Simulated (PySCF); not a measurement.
SMILES F[SiH2][SiH2][SiH](F)F at its CAM-B3LYP/def2-SVP optimised geometry (Å):

```
11

Si    -1.1628    -0.9993     0.0000
F     -1.5803     0.5777     0.0000
Si     1.1822    -0.9993     0.0000
Si     1.7615     0.9186    -1.2038
F      3.2770     0.8181    -1.7537
F      0.7976     0.9533    -2.5016
H     -1.7615    -1.6327     1.2030
H     -1.7086    -1.6305    -1.2283
H      1.7234    -2.2069    -0.6829
H      1.7276    -0.9224     1.3842
H      1.6271     2.2069    -0.4893
```

Method: CAM-B3LYP/def2-TZVP (PySCF). Cells within 0.4 Å of a nucleus heavier than hydrogen are left out (blank, or x).

Map of the log10 of the electron density (e/bohr³), floored at −4 on the plane z = 0.0 Å:

```
|00000000000000000000000000000|
|00000000000000000000000000000|
|00000000000000000011110000000|
|00000000000000001222221000000|
|00000000000000012334332100000|
|00000000000000123445543210000|
|00000000000000124556654320000|
|00000001222111234567654321000|
|00000123344322234567654321000|
|00001234565543234566654332100|
|00002356787654334556654332110|
|000024579x9864334556554432210|
|00012468xxx865445566654432210|
|000124689xx865555666655432110|
|00012457898766566677665432100|
|00012356777766667777665432100|
|0001234568x9777779x8665431000|
|0001234569xx87778xx9665421000|
|0001235668xx87777xx8665421000|
|00012355677766677777765421000|
|00012345666666666677765421000|
|00001334555555555666654321000|
|00001233444443444556654321000|
|00000122333222233445543210000|
|00000011121111122333332100000|
|00000000000000011222221000000|
|00000000000000000111110000000|
|00000000000000000000000000000|
|00000000000000000000000000000|
```
Scale: ten equal steps from -4.00 (start of '0') to -0.088 (end of '9'), in the order '0123456789'; x runs from -4.50 to 4.50, y from -4.50 (bottom) to 4.50 (top).
